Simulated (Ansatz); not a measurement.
Species: sum formula H$_{4}$BSiO$_{3}$, net charge 0, doublet state. It need not be the lowest isomer of its formula. 
Geometry from a B3LYP-D3(BJ)/def2-TZVP (Ansatz, a quantum-chemistry and plane-wave program) optimisation:
```
O
B 1 1.3696
O 2 1.3669 1 119.52
H 3 0.9622 2 113.01 1 -179.92
O 2 1.3692 3 119.78 4 0.16
H 5 0.9620 2 112.74 3 179.89
Si 1 1.6585 2 132.66 3 1.65
H 7 1.4865 1 105.88 2 175.15
H 7 1.4885 8 110.48 1 119.31
```
Charge 0, spin multiplicity 2.

Total electronic energies in hartree. Cores are frozen in the correlated levels unless marked. UHF or UKS for open shells. Spin-orbit coupling is left out. No relativistic terms. CBS marks a two-point X^-3 extrapolation of the correlation energy; Hartree-Fock from the larger set. [CCSD(T)-MP2]/basis is that difference in the basis named.

```
level                                                                 program  energy (Eh)
-------------------------------------------------------------  --------------  -----------
HF/6-31G                                                               Ansatz   -540.53069
HF/cc-pV(T+d)Z                                                         Ansatz   -540.83136
SVWN5/def2-TZVPD                                                       Ansatz   -539.64582
B3LYP-D4/def2-TZVPD                                            Ansatz + dftd4   -542.73178
PBE0/6-31G*                                                            Ansatz   -542.13588
PBE0/def2-SVP                                                          Ansatz   -541.88727
PBE0-D4/def2-TZVP                                              Ansatz + dftd4   -542.29698
r2SCANh-D4/def2-TZVPD                                          Ansatz + dftd4   -542.52912
r2SCANh/def2-TZVPD                                                     Ansatz   -542.52745
r2SCAN0-D4/def2-TZVPD                                          Ansatz + dftd4   -542.50706
HSE06-D3(BJ)/def2-TZVPD                                        Ansatz + dftd3   -542.27988
CAM-B3LYP-D4/def2-TZVPD                                        Ansatz + dftd4   -542.62404
wB97X-V/def2-TZVPD                                                     Ansatz   -542.55978
MP2/STO-3G                                                             Ansatz   -534.14423
SCS-MP2/STO-3G                                                         Ansatz   -534.15119
SCS-MP2/6-31G                                                          Ansatz   -540.97427
SCS-MP2/cc-pVTZ                                                        Ansatz   -541.72013
CCSD/6-31G*                                                            Ansatz   -541.37776
CCSD(T)/cc-pV(Q+d)Z                                                    Ansatz   -541.88677
CCSD(T) with core electrons (1s frozen past Ne)/cc-pwCVTZ              Ansatz   -542.27817
RI-MP2/CBS(cc-pV(T+d)Z,cc-pV(Q+d)Z)+[CCSD(T)-MP2]/cc-pV(D+d)Z          Ansatz    -541.9355
RI-MP2/CBS(cc-pV(T+d)Z,cc-pV(Q+d)Z)+[CCSD(T)-MP2]/cc-pV(Q+d)Z          Ansatz    -541.9385
CCSD(T)/CBS(cc-pV(T+d)Z,cc-pV(Q+d)Z)                                   Ansatz    -541.9361
```

Totals of different functionals don't rank their quality; only differences between species are comparable.
